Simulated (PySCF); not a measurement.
H5O4Si, SMILES O[Si]([OH2+])(O)O, charge +1. Geometry: r2SCAN-D4/def2-SVP. The values are those of a single conformer.

Computed equilibrium geometry at r2SCAN-D4/def2-SVP (PySCF confirms it by a frequency run) as a Z-matrix (one conformer of several):
```
Si
O 1 1.6061
H 2 0.9666 1 125.66
O 1 1.6087 2 112.28 3 -167.71
H 4 0.9673 1 123.30 2 20.17
O 1 1.6128 2 120.56 3 -18.52
H 6 0.9663 1 126.32 2 -80.38
O 1 1.8362 2 106.85 3 84.39
H 8 0.9761 1 120.26 2 91.38
H 8 0.9775 9 110.66 1 -141.37
```
Charge +1, spin multiplicity 1.
